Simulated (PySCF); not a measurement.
Compound: C₈H₁₁ (doublet state).
Z-matrix (Å and degrees, GFN2-xTB geometry), rows numbered from 1:
```
C 
C   1  1.4737
C   2  1.5135  1  112.00
C   3  1.4848  2  119.07  1    68.25
C   4  1.3260  3  111.58  2   145.84
C   5  1.5035  4  112.46  3    -1.95
C   3  1.5136  2  125.16  1  -153.29
C   7  1.4994  3   60.08  2   108.01
H   1  1.0718  2  121.01  3  -150.73
H   1  1.0721  2  119.98  3    32.16
H   2  1.0957  1  110.18  3   122.82
H   2  1.1032  1  110.51  3  -120.06
H   4  1.0761  3  121.68  2   -34.49
H   5  1.0766  4  126.24  3   177.91
H   6  1.0928  5  111.27  4   123.60
H   6  1.0934  5  110.95  4  -116.76
H   7  1.0798  3  121.93  8  -107.37
H   8  1.0802  3  117.51  7   107.75
H   8  1.0800  3  118.47  7  -108.58
```

The hyperfine couplings belong to this conformer and change with its torsions.

The species is `[CH2]C[C@@]12C=CC[C@@H]1C2` [radical].

Method used: UKS B3LYP, pcH-1 on C H, non-relativistic, mean-field spin-orbit, GIAO (PySCF 2.14.0). Isolated species at its GFN2-xTB geometry (one conformer only). A GFN2-xTB geometry isn't a minimum of the functional, and hyperfine couplings can be far from their values at a DFT geometry. Stability of the SCF solution: not tested.

Largest spin populations (Mulliken): C1 (+1.08), C2 (-0.09) and H12 (+0.07). No atom but C1 exceeds +0.15. The positive populations add up to 1.18 and the negative ones to -0.18, together 2S = 1. The angles at C1 add up to 359.9°, so it is planar; its axial dipolar tensor and the negative couplings of its protons fit spin in a p orbital normal to that plane.

(1) Find Q in a(H) = Q·ρ(C) for the protons on the planar carbons that carry spin.

(2) How do the β-proton couplings of this frozen conformer go with θ, the angle between the C–H bond and the normal to the plane of the spin centre's three neighbours, both seen down the bond from centre to carbon?

Answers

(1) 
```json
{"H": "H9", "C": "C1", "ρ(C)": "+1.079", "a(H) (G)": "-22.68", "a/ρ (G)": "-21.0"}
{"H": "H10", "C": "C1", "ρ(C)": "+1.079", "a(H) (G)": "-22.65", "a/ρ (G)": "-21.0"}
```

These protons share one ρ (within 0.01), so their mean ratio, Q = -21.0 G, is no test of linearity. In McConnell's picture π spin on carbon polarises the C–H bond and leaves opposite spin at the proton, which makes Q negative, as found here.

(2) 
```
β H  on  centre  θ (°)  cos²θ   a (G)
H11  C2      C1     64   0.20  +14.44
H12  C2      C1      1   1.00  +56.84
```

Couplings in gauss use g_iso = 2.0026.

On Intel Xeon at 2.50 GHz, one thread, no GPU, on a shared host, this took 3.5 min wall (grids of density and orbitals included) and 0.96 GiB of memory at its peak.
